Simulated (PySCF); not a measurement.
**Xe(43+): ionisation energy**

Xe(43+) [Ne] 3s1 (2S) → Xe(44+) [Ne] (1S), as a difference of total energies. Calculation: PySCF 2.14, in an even-tempered Gaussian basis (18 s from 8.4 bohr⁻², ratio 2.5; 12 p from 11 bohr⁻², ratio 2.5; 4 d from 40 bohr⁻², ratio 2.7; 4 f from 60 bohr⁻², ratio 2.7); the spin-free X2C one-electron Hamiltonian (Gaussian nucleus). Correlated levels: outer shells: 1s2 frozen; virtual orbitals above 40 to 60 times the deepest correlated orbital energy dropped. The calculations carry no spin-orbit coupling.

Order these methods by the ionisation energy they give, lowest first.
A. SCS-MP2 (outer shells)
B. PBE
C. TPSSh
D. r2SCAN

D (3332.3 eV), A (3333.6 eV), C (3336.4 eV), B (3339.1 eV).

Breit and QED terms and the two-electron picture change are absent.

For comparison: 3333.8 ± 0.5 eV (semi-empirical (NIST evaluation); NIST Atomic Spectra Database, ionization energies).
